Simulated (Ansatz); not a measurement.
Molecule: C₃F₈, charge 0, multiplicity 1. 
Coordinates optimised at B3LYP-D3(BJ)/def2-TZVP (Ansatz, a first-principles code):
```
C
F 1 1.3464
F 1 1.3464 2 109.15
C 1 1.5568 2 107.96 3 117.13
F 4 1.3337 1 108.80 2 -59.21
F 4 1.3338 5 108.81 1 -120.68
F 4 1.3338 5 108.82 6 -118.63
C 1 1.5568 2 107.98 3 -117.12
F 8 1.3337 1 108.80 2 58.69
F 8 1.3338 9 108.81 1 -120.68
F 8 1.3338 9 108.82 10 -118.63
```
Charge 0, spin multiplicity 1.

Basis-set convergence of Hartree-Fock and MP2 correlation energies (hartree) with Ansatz. Cores are frozen in the correlated levels unless marked. Spin-orbit coupling is left out. No relativistic terms.

| basis | functions | E(HF) | E(corr, MP2) |
|---|---|---|---|
| aug-cc-pVDZ | 253 | -909.23258 | -2.01279 |
| aug-cc-pVTZ | 506 | … | … |

Problem. Complete the blanks.

Solution. 
- aug-cc-pVTZ, E(HF): -909.48207
- aug-cc-pVTZ, E(corr, MP2): -2.51801
